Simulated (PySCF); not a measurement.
# Pd⁴⁴⁺ (palladium, charge +44) across methods

1s2, closed-shell 1S. Calculation: PySCF 2.14, in an even-tempered Gaussian basis (19 s from 83 bohr⁻², ratio 2; 7 p from 130 bohr⁻², ratio 2.2; 4 d from 380 bohr⁻², ratio 2.2; 4 f from 560 bohr⁻², ratio 2.2; 3 g from 850 bohr⁻², ratio 2.2; 2 h from 1300 bohr⁻², ratio 2.2); the spin-free X2C one-electron Hamiltonian (Gaussian nucleus).

```json
{"method": "BLYP", "E (hartree)": "-2148.64", "mean ε 1s (eV)": "-28516.8", "Σ⟨r²⟩ (bohr²)": "0.002629", "⟨S²⟩": "0.000"}
{"method": "UHF", "E (hartree)": "-2148.58060", "mean ε 1s (eV)": "-28819.1", "Σ⟨r²⟩ (bohr²)": "0.002625", "⟨S²⟩": "0.000"}
{"method": "PBE", "E (hartree)": "-2148.27", "mean ε 1s (eV)": "-28512.7", "Σ⟨r²⟩ (bohr²)": "0.002630", "⟨S²⟩": "0.000"}
{"method": "r2SCAN", "E (hartree)": "-2148.75", "mean ε 1s (eV)": "-28548.4", "Σ⟨r²⟩ (bohr²)": "0.002627", "⟨S²⟩": "0.000"}
{"method": "PBE0", "E (hartree)": "-2148.36", "mean ε 1s (eV)": "-28589.5", "Σ⟨r²⟩ (bohr²)": "0.002628", "⟨S²⟩": "0.000"}
{"method": "LDA", "E (hartree)": "-2144.67", "mean ε 1s (eV)": "-28472.1", "Σ⟨r²⟩ (bohr²)": "0.002634", "⟨S²⟩": "0.000"}
{"method": "M06", "E (hartree)": "-2149.02", "mean ε 1s (eV)": "-28592.6", "Σ⟨r²⟩ (bohr²)": "0.002627", "⟨S²⟩": "0.000"}
```
